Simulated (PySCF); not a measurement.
**Core-level binding energies of GaH2(OMe)**

Species: GaH2(OMe), CH5GaO.
Geometry (PBE0-D3(BJ)/def2-SVP, Å), atoms numbered from 1 in this order:
```
atom  x, y, z in Å
Ga1    0.577    1.308    0.736
H2     2.048    0.799    0.555
H3     0.029    2.607    1.396
O4    -0.705    0.250    0.091
C5    -0.518   -0.972   -0.552
H6    -0.931   -0.940   -1.577
H7    -1.047   -1.779   -0.013
H8     0.547   -1.272   -0.634
```

Method used: delta-SCF UKS SCAN, pcX-2 on the ionised atom, pcseg-1 elsewhere, spin-free X2C in PySCF 2.14.0. Binding energies are ΔSCF values: E(core-ionised, relaxed orbitals) − E(ground state) at a fixed geometry, referred to the vacuum level.

List the computed XPS lines with their assignment.

| atom(s) | environment | level | binding energy (eV) | count |
| --- | --- | --- | --- | --- |
| C5 | carbon bonded to O and 3 H | C 1s | 292.06 | 1 |
| O4 | oxygen bonded to C and Ga | O 1s | 537.31 | 1 |

Which photon energy gives electrons from C 1s of C5 a kinetic energy of 150 eV, and what is their de Broglie wavelength?

hν = 292.06 + 150 = 442.06 eV, recoil neglected; λ = 12.264 Å/√(E/eV) = 1.00 Å.

No level of gallium is listed. One conformer (not necessarily the lowest) at the PBE0-D3(BJ)/def2-SVP geometry, without solvent, vibrations or thermal averaging.
